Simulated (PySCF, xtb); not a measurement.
CH3ClF2Si, SMILES [Si](F)(Cl)(F)C.

GFN2-xTB run with xtb 6.7.1 at its own geometry gives an orbital gap of 7.51 eV and a dipole moment of 2.57 D.

Geometry optimised at PBE0-D3(BJ)/def2-SVP.

Problem. What does PySCF with PBE/def2-TZVP give? (The exact figures need the calculation; the answer reports its results.)

Solution. gap 8.07 eV (levels -8.23 and -0.16 eV), dipole 2.32 D.
